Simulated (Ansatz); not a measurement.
Ansatz (a first-principles code) input:

Ansatz 0.2 input:
```yaml
crystal:
  periodic: [false, false, false]
  atoms:
    - {symbol: Zn, position_ang: [-0.44505489, -0.68011869, -0.64651536]}
    - {symbol: Cl, position_ang: [1.37232915, 0.83090073, -0.34670743]}
    - {symbol: Cl, position_ang: [-0.58693816, 0.36930873, 1.48761689]}
basis:
  gaussian:
    orbitals: def2-TZVP
hamiltonian:
  xc: b3lyp
  dispersion: d3bj
magnetization: {spin_polarized: true, initial_magnetization: 2}
phonons: {temperatures: {t_min: 298.15, t_max: 298.15, t_step: 100}}
```

What final total energy does it print?

-2699.89370 Eh (B3LYP-D3(BJ)/def2-TZVP). The basis has 122 functions.

The spin state was set by rule; other spins were not relaxed.
